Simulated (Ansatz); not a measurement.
```yaml
crystal:
  periodic: [false, false, false]
  atoms:
    - {symbol: C, position_ang: [-0.541409, 0.467991, 0.538185]}
    - {symbol: O, position_ang: [1.916446, -0.129282, -0.998474]}
    - {symbol: Sn, position_ang: [1.866446, -0.129282, -1.298474]}
    - {symbol: Br, position_ang: [0.693006, -2.388154, -1.337714]}
    - {symbol: H, position_ang: [-1.362831, 1.114155, 0.210741]}
    - {symbol: H, position_ang: [-0.819115, -0.573486, 0.343551]}
    - {symbol: H, position_ang: [-0.416404, 0.598729, 1.618331]}
basis:
  gaussian: {orbitals: def2-mTZVPP}
hamiltonian: {xc: {name: LC-wPBE}}
scf: {lower_state_search: off}
output: {forces: true}
```

```sh
$ ansatz run in.yaml --threads 4 --pin off --events-out ev --progress --plain --max-ram 10444MiB
```

Shortened log:

```
Functional definition: LC-wPBE
1252 factors; their error is unknown
410 factors; integrals over basis functions are off by at most 2.8e-5 eV
mean field evaluation 1: about -75965.7567 eV, gradient 1.5e2 eV
mean field evaluation 2: about -75855.3542 eV, gradient 1.9e2 eV
mean field evaluation 4: about -75983.2435 eV, gradient 3.8e1 eV
mean field evaluation 8: about -75987.9030 eV, gradient 1.1e0 eV
mean field evaluation 16: about -75987.9351 eV, gradient 5.6e-1 eV
mean field evaluation 32: about -75987.8816 eV, gradient 4.2e-5 eV
a density is far from that of the atoms, so the factors are made again for it
1372 factors; integrals over basis functions are off by at most 1.2e-3 eV
410 factors; integrals over basis functions are off by at most 2.8e-5 eV
mean field -75987.88102754 eV, -2792.5031213262 hartree, gradient 2.5e-6 eV, S^2 0.000000; 0 other end points of the search recorded, 0 dependent functions left out
reference -75987.88102754 eV, -2792.5031213265 hartree; 37, 37 occupied and 93, 93 virtual orbitals, 1372 factors
Total energy: -75987.88102754 eV, -2792.5031213265 hartree
Atom 0 at    -0.541409     0.467991     0.538185 Å, force     0.334482    -0.307752    -0.432968 eV/Å
Atom 1 at     1.916446    -0.129282    -0.998474 Å, force  3411.456729    12.059259 20429.079880 eV/Å
Atom 2 at     1.866446    -0.129282    -1.298474 Å, force -3411.059640    -9.478886 -20426.552608 eV/Å
Atom 3 at     0.693006    -2.388154    -1.337714 Å, force    -1.283472    -2.473124    -1.840190 eV/Å
Atom 4 at    -1.362831     1.114155     0.210741 Å, force     0.291344     0.045288    -0.162736 eV/Å
Atom 5 at    -0.819115    -0.573486     0.343551 Å, force    -0.047577     0.096257     0.069373 eV/Å
Atom 6 at    -0.416404     0.598729     1.618331 Å, force     0.308135     0.058958    -0.160751 eV/Å
Dipole moment:     1.255110     0.367394    -0.548856 e Å
Checks for a lower state left out: stability, starts, cluster_reference, orbital_swaps, neighbouring_geometries, increment
```

Question: Something in this input is off. What?

Answer: One atom was put on top of another. The calculation finished and met its thresholds. The result belongs to that input, not to the molecule as meant.
